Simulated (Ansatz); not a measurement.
Basis-set extrapolation for CH8N2Si2, SMILES `[SiH3][SiH]1NCN1` (PBE0-D4/def2-TZVP geometry, frozen core, the Gaussian-basis code of Ansatz). Multiplicity 1, RHF reference.

```
                      def2-TZVPP   def2-QZVPP
                 HF  -729.375305  -729.400945
    MP2 correlation    -0.828819    -0.887703
CCSD(T) correlation    -0.918078      not run
```

Energies in hartree. Use E(X) = E(∞) + A·exp(−7.88·√X) for Hartree–Fock and E(X) = E(∞) + B·X^(−2.97) for correlation, with X = 3 and 4, and add CCSD(T) minus MP2 of the smaller set to the MP2 limit.

What is the CCSD(T) energy at the basis-set limit?

HF limit: -729.400945 + (-0.025640) × 0.13774 = -729.40448. MP2 limit: -0.887703 + (-0.058884) × 0.74074 = -0.93132. Higher-order term: -0.918078 − (-0.828819) = -0.08926. Total: -730.42506 hartree, 3.58 eV below CCSD(T)/def2-TZVPP.
